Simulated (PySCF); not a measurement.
## PrOCl at several levels of theory

Computed with PySCF 2.14.0 (density fitting, no spin-orbit coupling) at the geometry relaxed with PBE0:

```xyz
3
PrOCl (singlet in the valence; each metal's 4f electrons, 2 of them, lie in its core potential, out of spins and levels)
Pr    0.2954    0.0000   -0.4488
O     1.8249    0.0000    0.6279
Cl   -1.9501    0.0000    0.8940
```

| level | basis | state | HOMO (eV) | gap (eV) | charge on Pr1 (e) | population of f-type functions on Pr1 (polarisation alone where 4f lies in the core) | dipole about the centre of mass (D) | largest force component (eV/Å) |
| --- | --- | --- | --- | --- | --- | --- | --- | --- |
| PBE0 | Pr lcecp-1-SVP with ECP48, O def2-SVP, Cl def2-SVP | singlet | -6.99 | 4.83 | 0.84 | 0.11 | 7.61 | 0.02 |
| M06-L | the same | singlet | -5.68 | 3.76 | 0.96 | 0.10 | 7.70 | 0.41 |
| HF | the same | singlet | -10.23 | 9.74 | 1.17 | 0.12 | 8.85 | 1.06 |

In the lcecp rows the 4f levels are missing from HOMO and gap, and the state counts the valence alone.

Charges are Mulliken's, which hang on the basis. The relaxation used the grid (50, 194), these runs (75, 302) or, all-electron (x2c bases, spin-free X2C Hamiltonian), (99, 590).

Task: What does PBE0 with Pr lcecp-1-TZVP with ECP48, O def2-TZVP, Cl def2-TZVP give here?

Result: state singlet, HOMO (eV) -7.00, gap (eV) 4.85, charge on Pr1 (e) 1.22, population of f-type functions on Pr1 (polarisation alone where 4f lies in the core) 0.11, dipole about the centre of mass (D) 7.85, largest force component (eV/Å) 0.25. Time: 4.7 s on 2 threads of Arm Neoverse V2 (shared host), from free ions and atoms.

In the first row's basis the gap widens with exact exchange: 3.8 eV for M06-L (none); 4.8 eV for PBE0 (a fixed share); 9.7 eV for Hartree–Fock (rising or full at long range).

An lcecp potential fixes the number of 4f electrons, so in runs with it no electron can move into or out of that shell.
